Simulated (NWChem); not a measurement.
# C$_{2}$H$_{8}$N cation; SMILES [NH2+](C)C

### Question
Give the equilibrium geometry at PBE0/def2-SVP (NWChem) as a list of bonds and angles, with the point group.

### Answer
point group C2v; any orientation.
Bonded distances (Å): C1–N2 1.489, C1–H4 1.097, C1–H5 1.097, C1–H6 1.097, N2–C3 1.489, N2–H7 1.028, N2–H8 1.028, C3–H9 1.097, C3–H10 1.097, C3–H11 1.097. Bond angles (°): N2–C1–H4 109.2, N2–C1–H5 108.8, N2–C1–H6 108.8, H4–C1–H5 110.1, H4–C1–H6 110.1, H5–C1–H6 109.9, C1–N2–C3 114.8, C1–N2–H7 109.2, C1–N2–H8 109.2, C3–N2–H7 109.2, C3–N2–H8 109.2, H7–N2–H8 104.9, N2–C3–H9 109.2, N2–C3–H10 108.8, N2–C3–H11 108.8, H9–C3–H10 110.1, H9–C3–H11 110.1, H10–C3–H11 109.9.
